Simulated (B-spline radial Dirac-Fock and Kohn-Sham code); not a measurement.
Method: configuration-average Dirac-Fock orbitals. Computed with a B-spline atomic structure program.

**Question.** This computed X-ray form factor belongs to an atom or ion in its tabulated ground configuration. Which?

```
sin θ/λ (Å⁻¹)      f₀
          0.2  31.608
         0.25  31.391
          0.4  30.487
         0.45  30.108
            1  24.464
          1.2  22.220
          1.4  20.092
            2  14.779
            5   4.888
```

**Answer.** Ir⁴⁵⁺, with 32 electrons in [Ar] 3d10 4s2 4p2. f₀ tends to the number of electrons as s goes to zero, which the first rows give only roughly, and the rate of fall reflects the nuclear charge, 77.

**Question.** This computed X-ray form factor belongs to an atom or ion in its tabulated ground configuration. Which?

```
sin θ/λ (Å⁻¹)     f₀
         0.08  7.988
          0.1  7.982
          0.3  7.838
         0.75  7.059
         0.94  6.592
         1.18  5.940
         2.33  3.097
         2.93  2.233
          5.8  1.085
```

**Answer.** Ge²⁴⁺, with 8 electrons in [He] 2s2 2p4. f₀ tends to the number of electrons as s goes to zero, which the first rows give only roughly, and the rate of fall reflects the nuclear charge, 32.

**Question.** This computed X-ray form factor belongs to an atom or ion in its tabulated ground configuration. Which?

| sin θ/λ (Å⁻¹) | f₀ |
| --- | --- |
| 0.1 | 40.769 |
| 0.15 | 37.957 |
| 0.2 | 35.086 |
| 0.8 | 16.932 |
| 1.1 | 12.631 |
| 1.2 | 11.395 |
| 1.4 | 9.333 |
| 3.5 | 3.488 |
| 6 | 1.468 |

**Answer.** Ru, with 44 electrons in [Kr] 4d7 5s1. f₀ tends to the number of electrons as s goes to zero, which the first rows give only roughly, and the rate of fall reflects the nuclear charge, 44.

**Question.** This computed X-ray form factor belongs to an atom or ion in its tabulated ground configuration. Which?

```
sin θ/λ (Å⁻¹)      f₀
         0.25  22.590
          0.3  22.413
         0.35  22.206
         0.45  21.708
          0.9  18.416
            1  17.541
          1.1  16.649
            3   6.143
            5   3.700
```

**Answer.** Pm³⁸⁺, with 23 electrons in [Ar] 3d5. f₀ tends to the number of electrons as s goes to zero, which the first rows give only roughly, and the rate of fall reflects the nuclear charge, 61.
